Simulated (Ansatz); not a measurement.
Cost and result up the ladder for Sn2F3 (the lowest doublet isomer of a short search) (5 atoms). Charge 0, multiplicity 2. Geometry: PBE0-D4/def2-SVP.

```xyz
5

Sn    0.858    1.875   -0.264
Sn   -0.054   -1.416    0.276
F     0.372    0.420    1.282
F     0.696   -0.079   -1.211
F    -1.872   -0.800   -0.083
```

Ansatz on 4 threads of Arm Neoverse V2 on a shared host. Times are rough, and most runs start from the orbitals of an earlier one. ωB97M-V/def2-TZVP serves as the yardstick here, not as an exact answer. Differences are given only for rows in sets of like size (and for xTB, whose basis is part of the method), since another set adds its own error. Binding counts from free atoms at the same level (Sn triplet, F doublet; other spins of the atoms weren't run), without zero-point energy or a counterpoise term.

In the def2 sets Sn takes a core potential; there is no spin–orbit coupling. LC-ωPBE has ω = 0.4 bohr⁻¹. Correlated methods freeze 11 core orbitals; core or outer-core shells of Sn are correlated, in sets that lack core-valence functions. The rows differ in basis, and correlated rows in double-zeta sets carry the largest basis error. The structure comes from a short search, and lower isomers may exist.

Correlated methods converge slowly with the basis, most of all in double-zeta sets.

```
                         level  functions  wall time
               PBE-D4/def2-SVP         94      1.4 s
              PBE0-D4/def2-SVP         94      2.1 s
PBE-D4/def2-TZVP (with forces)        193      3.2 s
             LC-ωPBE/def2-TZVP        193      4.1 s
             PBE0-D4/def2-TZVP        193      4.9 s
                 MP2/def2-TZVP        193        6 s
           r2SCAN-D4/def2-TZVP        193        8 s
          r2SCAN0-D4/def2-TZVP        193       10 s
             ωB97M-V/def2-TZVP        193       19 s
              CCSD(T)/def2-SVP         94       27 s
```

**Question.** Estimate what each level gives for the binding energy per atom (eV).

**Answer.** 
```tsv
level	binding energy per atom (eV)	difference from ωB97M-V/def2-TZVP (eV)
PBE-D4/def2-SVP	3.55	–
PBE0-D4/def2-SVP	3.31	–
PBE-D4/def2-TZVP (with forces)	3.55	0.14
LC-ωPBE/def2-TZVP	3.38	-0.03
PBE0-D4/def2-TZVP	3.33	-0.08
MP2/def2-TZVP	3.45	0.04
r2SCAN-D4/def2-TZVP	3.44	0.03
r2SCAN0-D4/def2-TZVP	3.25	-0.16
ωB97M-V/def2-TZVP	3.41	0.00
CCSD(T)/def2-SVP	3.09	–
```
